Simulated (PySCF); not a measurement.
**Tl: excitation energy**

Tl [Xe] 4f14 5d10 6s2 6p1 (2P) → Tl [Xe] 4f14 5d10 6s2 7s1 (2S), as a difference of total energies. Computed with PySCF 2.14 in aug-cc-pwCVDZ-PP with ECP60MDF, with a scalar-relativistic core potential. Correlated levels: valence: 5s2 5p6 5d10 frozen. The calculations carry no spin-orbit coupling.

| method | excitation energy (cm⁻¹) |
| --- | --- |
| UHF | 19981 |
| MP2 (valence) | 20066 |
| SCS-MP2 (valence) | 20037 |
| CCSD (valence) | 20270 |
| CCSD(T) (valence) | 20263 |
| CCSDT (valence) | 20255 |

Errors of the correlated levels include the incompleteness of this basis and the frozen core.

For comparison: 21282 cm⁻¹ (measured; NIST levels, between the centres of gravity of the two terms).
